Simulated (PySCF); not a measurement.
## Correlation energy of Ru²⁺ (ruthenium, charge +2)

[Kr] 4d5 5p1, high-spin 7P determinant (an excited configuration). All numbers are calculated (PySCF 2.14, the spin-free X2C one-electron Hamiltonian (Gaussian nucleus), in aug-cc-pVTZ-DK (9s8p6d3f2g, 102 functions)). Frozen: [Kr]; 6 electrons correlated.

| level | correlation energy (mhartree) |
| --- | --- |
| CCSD | -82.27 |
| (T) | -1.15 |
| CCSD(T) | -83.42 |

Diagnostics: T1 = 0.0060, D1 = 0.0201, largest double amplitude 0.024.

Cost of the coupled-cluster step: about 18 core-seconds, for 6 correlated electrons.

Iterations:

```
CC2 = 0
CCSD nocc = (np.int64(6), np.int64(0)), nmo = (84, 84)
frozen orbitals [[0, 1, 2, 3, 4, 5, 6, 7, 8, 9, 10, 11, 12, 13, 14, 15, 16, 17], [0, 1, 2, 3, 4, 5, 6, 7, 8, 9, 10, 11, 12, 13, 14, 15, 16, 17]]
max_cycle = 100
direct = 0
conv_tol = 1e-08
conv_tol_normt = 1e-06
diis_space = 8
diis_start_cycle = 0
Init t2, MP2 energy = -0.0751618585226827
Init E_corr(UCCSD) = -0.075161858523668
cycle = 1  E_corr(UCCSD) = -0.0813303288587249  dE = -0.00616847034  norm(t1,t2) = 0.0195571
cycle = 2  E_corr(UCCSD) = -0.0820442510236463  dE = -0.000713922165  norm(t1,t2) = 0.00671544
cycle = 3  E_corr(UCCSD) = -0.0822917452535145  dE = -0.00024749423  norm(t1,t2) = 0.00308789
cycle = 4  E_corr(UCCSD) = -0.0822608046663265  dE = 3.09405872e-05  norm(t1,t2) = 0.000826907
cycle = 5  E_corr(UCCSD) = -0.0822604476494453  dE = 3.57016881e-07  norm(t1,t2) = 0.00213703
cycle = 6  E_corr(UCCSD) = -0.0822754539482991  dE = -1.50062989e-05  norm(t1,t2) = 0.00130569
cycle = 7  E_corr(UCCSD) = -0.0822749637942625  dE = 4.90154037e-07  norm(t1,t2) = 1.96407e-05
cycle = 8  E_corr(UCCSD) = -0.0822750121718329  dE = -4.83775704e-08  norm(t1,t2) = 3.22367e-06
cycle = 9  E_corr(UCCSD) = -0.082274994904181  dE = 1.72676519e-08  norm(t1,t2) = 1.09759e-06
cycle = 10  E_corr(UCCSD) = -0.0822749993092332  dE = -4.40505224e-09  norm(t1,t2) = 3.34711e-07
UCCSD converged
E(UCCSD) = -4526.847673596148  E_corr = -0.0822749993092332
UCCSD(T) correction = -0.00114790828027211
```
